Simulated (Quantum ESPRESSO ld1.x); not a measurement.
Values are calculated unless marked as measured or tabulated.
Species: the tellurium ion Te2+. Configuration: [Kr] 4d10 5s2 5p2 (the NIST ground configuration).

Code: ld1.x of Quantum ESPRESSO 7.5. Model: Dirac Kohn-Sham, exchange-only PBE, spin-unpolarised, spherical densities, point nucleus; open shells fill j = l - 1/2 first.

Energy parts (eV):
| part | energy |
|---|---|
| total | -184851 |
| kinetic | 195575 |
| electron-nucleus | -448261 |
| Hartree | 72537 |
| exchange | -4701 |

Orbitals (lengths in bohr, moments of r in powers of bohr; r(max) is where P^2 peaks; r(90%) holds 90 % of the orbital's charge):
| orbital | occ. | eigenvalue (eV) | r(max) | r(90%) | <r^2> |
|---|---|---|---|---|---|
| 1s1/2 | 2 | -31626.2 | 0.01793 | 0.0500 | 0.001048 |
| 2s1/2 | 2 | -4863.39 | 0.1015 | 0.185 | 0.01688 |
| 2p1/2 | 2 | -4557.76 | 0.07794 | 0.165 | 0.01250 |
| 2p3/2 | 4 | -4283.22 | 0.08265 | 0.173 | 0.01379 |
| 3s1/2 | 2 | -981.878 | 0.2928 | 0.474 | 0.1186 |
| 3p1/2 | 2 | -856.255 | 0.2792 | 0.470 | 0.1133 |
| 3p3/2 | 4 | -805.094 | 0.2898 | 0.486 | 0.1216 |
| 3d3/2 | 4 | -583.536 | 0.2361 | 0.464 | 0.1030 |
| 3d5/2 | 6 | -572.836 | 0.2391 | 0.469 | 0.1054 |
| 4s1/2 | 2 | -181.831 | 0.7013 | 1.10 | 0.6609 |
| 4p1/2 | 2 | -138.663 | 0.7215 | 1.17 | 0.7328 |
| 4p3/2 | 4 | -128.933 | 0.7459 | 1.22 | 0.7861 |
| 4d3/2 | 4 | -60.0861 | 0.8056 | 1.48 | 1.088 |
| 4d5/2 | 6 | -58.6135 | 0.8145 | 1.49 | 1.116 |
| 4f5/2 | 0 | -4.6403 | 4.834 | 8.64 | 36.55 |
| 4f7/2 | 0 | -4.6385 | 4.837 | 8.65 | 36.61 |
| 5s1/2 | 2 | -31.4115 | 1.757 | 2.88 | 4.454 |
| 5p1/2 | 2 | -21.8807 | 2.002 | 3.41 | 6.107 |
| 5p3/2 | 0 | -20.8422 | 2.078 | 3.54 | 6.567 |
| 6s1/2 | 0 | -10.2104 | 4.332 | 6.52 | 23.74 |

The highest occupied level is 5p1/2 at -21.881 eV. The density falls to 0.001 e/bohr^3 at r = 3.93 bohr.
